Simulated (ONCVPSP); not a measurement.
# Reading a pseudo-wave (zirconium)

Columns: radius, all-electron u(r) and pseudo u(r) of the 4p shell (level -32.43 eV) of zirconium in the configuration [Ar] 3d10 4s2 4p6 4d2 5s2; Wu-Cohen, scalar-relativistic, ONCV scheme, ONCVPSP 4.0.1.

```csv
r (bohr),all-electron,pseudo
0.118,0.2438,0.0238
0.235,-0.3057,0.0917
0.353,-0.4916,0.1979
0.470,-0.2824,0.3295
0.588,0.0736,0.4748
0.705,0.4129,0.6163
0.822,0.6745,0.7415
0.940,0.8477,0.8406
1.058,0.9390,0.9053
1.175,0.9658,0.9329
1.292,0.9471,0.9256
1.410,0.8977,0.8878
1.528,0.8303,0.8274
1.645,0.7546,0.7542
1.763,0.6757,0.6757
1.880,0.5991,0.5990
1.998,0.5260,0.5259
2.115,0.4591,0.4591
2.232,0.3986,0.3985
2.350,0.3440,0.3440
2.468,0.2959,0.2958
2.585,0.2540,0.2540
2.702,0.2175,0.2175
2.820,0.1856,0.1856
2.938,0.1581,0.1581
3.055,0.1347,0.1347
```

Question: How many radial nodes do the two functions have?

Answer: The all-electron 4p function has n − l − 1 = 2; the pseudo-wave has 0, since the states of the same l below it are removed with the core.

Question: At about which radius was the pseudo-wave matched?

Answer: 1.80 bohr. The columns agree to 0.0005 from 1.65 bohr on; several derivatives are matched, so the curves merge somewhat inside the radius.

Question: Where does each function peak?

Answer: Outermost all-electron maximum near 1.18 bohr, pseudo maximum near 1.18 bohr (to the table’s step).

Question: Is the pseudo-wave norm-conserving?

Answer: Yes: the ONCV scheme keeps the norm inside the radius equal to the all-electron one, which fixes the energy derivative of the logarithmic derivative at the level.
